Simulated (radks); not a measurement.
Excited configurations of the palladium ion Pd3+: one electron is placed in a higher orbital outside [Kr] 4d6. The ground configuration is [Kr] 4d7. All-electron calculation, scalar-relativistic Kohn-Sham, r2SCAN, spin-polarised, spherical densities, finite nucleus; open shells are filled with parallel spins first (spin-orbit coupling, left out, can overturn this in heavy ions); meta-GGA in the generalised Kohn-Sham scheme; Fermi nuclear charge, rms radius 4.5318 fm. Program: a radial shooting solver on a logarithmic mesh with Libxc functionals. Excitation = E - E(ground); binding = E(ion) - E, where the ion is the core of charge +4; n* = 4/sqrt(2 binding) in atomic units, and the quantum defect is n - n*.

[
 {"outer orbital": "4f", "excitation (eV)": "32.072", "binding (eV)": "15.111", "eigenvalue (eV)": "-12.318", "<r> (bohr)": "3.556"},
 {"outer orbital": "5s", "excitation (eV)": "9.548", "binding (eV)": "37.634", "eigenvalue (eV)": "-33.683", "<r> (bohr)": "2.300"},
 {"outer orbital": "5p", "excitation (eV)": "17.820", "binding (eV)": "29.363", "eigenvalue (eV)": "-25.893", "<r> (bohr)": "2.680"},
 {"outer orbital": "5f", "excitation (eV)": "37.021", "binding (eV)": "10.162", "eigenvalue (eV)": "-8.682", "<r> (bohr)": "6.372"},
 {"outer orbital": "6s", "excitation (eV)": "28.673", "binding (eV)": "18.509", "eigenvalue (eV)": "-16.653", "<r> (bohr)": "4.550"},
 {"outer orbital": "6p", "excitation (eV)": "31.640", "binding (eV)": "15.543", "eigenvalue (eV)": "-13.935", "<r> (bohr)": "5.168"},
 {"outer orbital": "6d", "excitation (eV)": "35.858", "binding (eV)": "11.325", "eigenvalue (eV)": "-10.019", "<r> (bohr)": "6.621"},
 {"outer orbital": "7s", "excitation (eV)": "36.084", "binding (eV)": "11.098", "eigenvalue (eV)": "-10.030", "<r> (bohr)": "7.500"},
 {"outer orbital": "7p", "excitation (eV)": "37.480", "binding (eV)": "9.703", "eigenvalue (eV)": "-8.738", "<r> (bohr)": "8.358"},
 {"outer orbital": "7d", "excitation (eV)": "39.645", "binding (eV)": "7.538", "eigenvalue (eV)": "-6.732", "<r> (bohr)": "10.29"}
]

The Delta-SCF ionisation energy is 47.183 eV (NIST Atomic Spectra Database: 46 eV, theoretical). Self-interaction in the functional shifts the binding energies and quantum defects, so they are the method's values and not measured ones. Open shells are spherical and high-spin; term and fine-structure splittings are not resolved.
